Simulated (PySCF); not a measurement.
FH5O2Si2, SMILES O[Si](O)(F)[SiH3].

Geometry: B3LYP-D3(BJ)/def2-SVP. This is a generated structure with no PubChem entry under its InChIKey; it may be hypothetical. One conformer was computed; it need not be the lowest.

Calculation: B3LYP/def2-TZVP run with PySCF.

The total energy comes out as -832.63283 hartree and the highest occupied level is -8.34 eV. The lowest empty level is -0.16 eV and the orbital gap comes out as 8.18 eV. The dipole moment comes out as 1.34 D, the quadrupole, principal values (traceless, Buckingham form, about the centre of nuclear charge) comes out as -8.10, 2.56, 5.54 D·Å and the mean static polarisability is 59.0 bohr³ (8.74 Å³). The polarisability, principal values is 52.4, 56.8, 67.7 bohr³.
